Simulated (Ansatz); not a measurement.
Geometry optimisation, RKS PBE-D4/def2-SVP in Ansatz 0.2.0.

Input file:

```yaml
crystal:
  periodic: [false, false, false]
  atoms:
    - { symbol: W, position_ang: [0.30566, -0.00446, 0.035766] }
    - { symbol: H, position_ang: [-0.091973, 0.265441, 1.674229] }
    - { symbol: F, position_ang: [1.919864, 0.22462, 0.965315] }
    - { symbol: F, position_ang: [0.323455, 1.838981, -0.234674] }
    - { symbol: H, position_ang: [-1.360633, 0.050609, 0.342956] }
    - { symbol: O, position_ang: [0.336879, -1.832356, 0.251371] }
    - { symbol: H, position_ang: [0.31245, -2.79384, 0.380414] }
    - { symbol: F, position_ang: [-0.424603, -0.116096, -1.733478] }
basis:
  gaussian: { orbitals: def2-SVP }
hamiltonian:
  xc: pbe
  dispersion: d4
relax:
  f_tol: 0.03
  max_steps: 50
output:
  orbitals: {}
```

Run as:

```bash
$ ansatz run input.yaml --threads 2 --pin off --max-ram 3072MiB --backend cpu --events-out ev --progress --plain --runs-dir out
```

Question: Where does it end, and by what steps?

Answer: The forces met the threshold. After 5 steps the energy has fallen by 0.044 eV; F3 moved furthest, 0.07 Å.

```tsv
step	energy less start (eV)	largest force component (eV/Å)	accepted
0	0.0000	1.115	yes
1	-0.0202	0.396	yes
2	0.0050	1.105	no
3	-0.0408	0.138	yes
4	-0.0440	0.045	yes
5	-0.0442	0.022	yes
```

```xyz
8
Properties=species:S:1:pos:R:3
W 0.299 -0.001 0.054
H -0.160 0.254 1.668
F 1.985 0.220 0.934
F 0.334 1.837 -0.230
H -1.373 0.069 0.337
O 0.329 -1.825 0.266
H 0.331 -2.791 0.366
F -0.425 -0.130 -1.714
```

Whether the end is a true minimum wasn't checked by a vibrational analysis.

Run time: 15 s on 2 threads of Arm Neoverse V2, with other jobs on the host, peak memory 0.14 GiB.
